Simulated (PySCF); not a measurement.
Ga: excitation energy

Ga [Ar] 3d10 4s2 4p1 (2P) → Ga [Ar] 3d10 4s2 5s1 (2S), as a difference of total energies. Computed with PySCF 2.14 in aug-cc-pwCVTZ-PP with ECP10MDF (8s7p6d4f1g, 96 functions), with scalar relativity through the core potential. Correlated levels: valence: 3s2 3p6 3d10 frozen. The calculations carry no spin-orbit coupling.

```csv
method,excitation energy (eV)
UHF,2.845
MP2 (valence),2.927
SCS-MP2 (valence),2.927
CCSD (valence),2.962
CCSD(T) (valence),2.970
```

**Question.** How much does correlation contribute at CCSD(T) (valence)?

**Answer.** 2.970 − (2.845) = 0.125 eV, measured against UHF.

Errors of the correlated levels include the incompleteness of this basis and the frozen core.

For comparison: 3.005 eV (measured; NIST levels, between the centres of gravity of the two terms).
